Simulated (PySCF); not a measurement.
Bonds (- single, = double, # triple, : aromatic): C1-N2 1.442 Å, N2-C3 1.442 Å, N2-Al4 1.785 Å. C1 carries H5, H6, H7; C3 carries H8, H9, H10; Al4 carries H11, H12.

Geometry: PBE0-D3(BJ)/def2-SVP; GIAO shifts from PySCF, gas phase, non-relativistic, averaged over equivalent atoms.

At PBE0/pcSseg-1 (115 basis functions, 6.6 s wall time on 1 thread of an Arm Neoverse V2, shared host):
```csv
atoms,δ (ppm)
C1/C3,42.7
N2,95.2
Al4,132.9
H11/H12,4.44
H5/H6/H7/H8/H9/H10,2.84
```

Scale: 13C (184.41 ppm) and 1H (31.27 ppm) against TMS; NH3 for 15N (265.67 ppm); AlH4- for 27Al (489.28 ppm) (reference shieldings calculated alike).

Problem. Estimate the result of repeating the calculation with B97-2/pcSseg-2.

Solution. 
```tsv
atoms	δ at B97-2/pcSseg-2	change
C1/C3	43.5	+0.8
N2	90.1	-5.1
Al4	124.1	-8.8
H11/H12	4.30	-0.14
H5/H6/H7/H8/H9/H10	2.87	+0.03
```

Referencing at the same level of theory: 13C (σ = 183.46 ppm) and 1H (σ = 31.36 ppm) against TMS; 15N (σ = 259.60 ppm) vs NH3; 27Al (σ = 492.39 ppm) against AlH4-.

The largest change is at Al4 (aluminium bonded to N, 2 H). Cost: 263 basis functions, 20 s wall time on 1 thread of an Arm Neoverse V2, shared host.

Experimental scales use liquid or dissolved standards, which lie at an offset from isolated NH3 (liquid NH3: subtract about 20 ppm).
